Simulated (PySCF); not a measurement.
Geometry (Å), atoms numbered from 1 in this order:
```xyz
15

F    -2.1310   -0.6618    1.8250
C    -1.9226    0.1022    0.7008
C    -0.4979    0.5603    0.6567
C     0.0883   -0.1028   -0.3388
O     1.3668   -0.1382   -0.7885
C     2.3490    0.4677   -0.0731
F     3.4776    0.2644   -0.7152
F     2.1445    1.7755    0.0391
F     2.4454   -0.0342    1.1505
C    -0.8965   -0.9687   -1.0549
O    -2.1209   -0.6578   -0.4404
H    -2.6786    0.9048    0.7345
H    -0.0564    1.2435    1.3782
H    -0.6370   -2.0387   -0.9507
H    -0.9484   -0.7346   -2.1318
```

PySCF 2.14.0 with density-fitted response routines calculation with J couplings at B3LYP/pcJ-1 (spin–dipole term only in couplings to heteroatoms), coordinates at the PBE0-D3(BJ)/def2-SVP level and shielding tensors at PBE0/pcSseg-1 (GIAO); equivalent nuclei averaged, no solvent model, relativity neglected, a single conformation.

References, each an isolated molecule treated in the same way: ¹H (σ = 31.27 ppm) vs TMS.

The spectrum was simulated from the full spin Hamiltonian at 400 MHz with 0.6 Hz Lorentzian lines, from shifts rounded to 0.01 ppm and J to 0.1 Hz, couplings under 1 Hz left out.

Question: List the maxima of its ¹H spectrum with integrals.

Answer: 
Maxima in ppm (height), grouped by integral:
1H: 6.507 (87), 6.503 (88), 6.495 (88), 6.491 (88), 6.309 (86), 6.305 (88), 6.298 (88), 6.293 (88)
1H: 5.471 (12), 5.467 (15), 5.463 (45), 5.459 (52), 5.457 (63), 5.455 (74), 5.452 (64), 5.451 (79), 5.449 (80), 5.448 (64), 5.445 (74), 5.443 (63), 5.441 (54), 5.437 (46), 5.433 (16), 5.429 (12)
1H: 4.836 (37), 4.828 (37), 4.824 (37), 4.817 (35), 4.795 (51), 4.787 (51), 4.783 (52), 4.776 (50), 4.768 (37), 4.760 (37), 4.756 (37), 4.748 (35), 4.727 (51), 4.719 (51), 4.715 (52), 4.707 (49)
1H: 4.576 (100), 4.569 (99), 4.535 (72), 4.528 (71), 4.508 (100), 4.502 (99), 4.467 (72), 4.461 (71)

Question: Summarise it as multiplets with assignments.

Answer: ¹H NMR (400 MHz, computed): δ 6.40 (ddd, J = 79.1, 4.6, 1.7 Hz, 1H, H12), 5.45 (qtd, J = 3.2, 2.7, 1.7 Hz, 1H, H13), 4.77 (m, 1H, H14), 4.52 (ddd, J = 26.9, 16.4, 2.5 Hz, 1H, H15). These are first-order names; overlap and second-order distortion can hide them in the list.

Splittings below 1 Hz are ignored in the labels, and close J values are merged. Unscaled 3J(H,H) at this level run about 10 % above measured values.
